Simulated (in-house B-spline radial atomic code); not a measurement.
Values are calculated unless marked as measured or tabulated.
## Extrapolating the RPA correlation energy in partial waves: Hg²⁺

All-electron RPA on PBE orbitals from an all-electron radial atomic-structure program (B-spline basis), scalar-relativistic (spin-free one-electron X2C), finite nucleus, configuration [Xe] 4f14 5d10. Without the two-electron picture change, the correlation of inner shells comes somewhat too large for so heavy an element. With empty states up to angular momentum L the sums are:

```
L  E_c(L) (hartree)
5         -6.099885
6         -6.482617
7         -6.690359
8         -6.808509
```

For large l each further wave adds A/(l + 1/2)⁴, because the basis must build the cusp where two electrons meet.

Estimate the limit from L = 7 and L = 8.

Wave 8 adds -0.118150, against a sum of (l + 1/2)⁻⁴ of 1.91569e-04, so A = -616.75. The sum over l > 8 is ζ(4, 9.5) = 4.5445e-04, close to 1/(3 × 9³) = 4.5725e-04. The tail is -0.280285 and the limit -7.08879 hartree.

How good is the estimate?

A run to L = 11 sums to -6.94940 and extrapolates to -7.04269 hartree, 10.08 millihartree from the run before, so it has not settled and is itself too deep. The estimate differs from that by -46.10 millihartree, while the bare sum at L = 8 misses 234.2 millihartree (3.3 %).
